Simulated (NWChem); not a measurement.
C$_{3}$H$_{4}$BFO; SMILES C#CCB(O)F

```xyz
10

C      0.2888    -2.6995    -0.0229
C     -0.2718    -1.6264     0.0010
C     -0.9341    -0.3345     0.0283
B      0.0129     0.9294     0.0028
O     -0.5400     2.1585    -0.0252
F      1.3398     0.8135     0.0132
H      0.7874    -3.6504    -0.0438
H     -1.5705    -0.2461     0.9279
H     -1.6357    -0.2398    -0.8200
H      0.1188     2.8626    -0.0344
```
Atoms are numbered in this order, from 1.

Program: NWChem. The geometry was optimised at PBE0/def2-SVP. Hybrids' shares of exact exchange are those that their runs print; pure functionals count as 0. The functionals differ in more than this share.

```
row                    share of exact exchange  highest occupied level (eV)
---------------------  -----------------------  ---------------------------
PBE/def2-SVP                              0.00                        -6.10
TPSSh/def2-SVP                            0.10                     withheld
B3LYP/def2-SVP                            0.20                        -7.11
PBE0/def2-SVP                             0.25                        -7.41
Hartree-Fock/def2-SVP                     1.00                       -10.27
```

**Question.** Fit a straight line of the last column on the one before it, predict the withheld value, and compare with the run.

**Answer.** 
1. Means of the 4 shown rows: x = 0.362, y = -7.723. Slope Σ(x − x̄)(y − ȳ)/Σ(x − x̄)² = -2.347/0.5769 = -4.068; intercept -6.248.
2. The shown rows scatter about the line by 0.109 (root mean square); the largest residual is +0.15, at PBE/def2-SVP.
3. At x = 0.10 (TPSSh/def2-SVP; inside the shown range) the line gives -6.65.
4. The run gives -6.67, -0.02 from the line, 0.2 times the scatter.
